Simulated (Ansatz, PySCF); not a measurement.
Si(F)(Br)(NH2)2 (BrFH₄N₂Si), SMILES F[Si](N)(Br)N.

Geometry: ωB97X-D3(BJ)/def2-SVP. This is a generated structure with no PubChem entry under its InChIKey; it may be hypothetical. Other conformers were not sampled.

Vertical ionisation energy (IE) and electron affinity (EA) in eV. Rows of orbital energies are one-electron estimates. Where ΔSCF, EOM or ADC give a negative EA the extra electron is unbound and the value depends on the basis.

```json
[
 {"level": "−ε(HOMO), −ε(LUMO), B3LYP/def2-TZVP (PySCF)", "IE": "7.63", "EA": "-0.15"},
 {"level": "−ε(HOMO), −ε(LUMO), PBE/def2-TZVP (PySCF)", "IE": "6.48", "EA": "0.37"},
 {"level": "ΔSCF, CAM-B3LYP/def2-SVPD (Ansatz), final states of multiplicity 2 and 2", "IE": "10.31", "EA": "-1.26"},
 {"level": "ΔSCF, PBE/def2-SVPD (Ansatz), final states of multiplicity 2 and 2", "IE": "9.48", "EA": "-0.93"}
]
```

Question: What vertical singlet–triplet gap does ΔSCF give with CAM-B3LYP/def2-SVPD (Ansatz, a quantum-chemistry and plane-wave program) and with PBE/def2-SVPD (Ansatz)? (The exact figures need the calculation; the answer reports its results.)

Answer: 6.78 and 5.91 eV (triplet above singlet where positive).
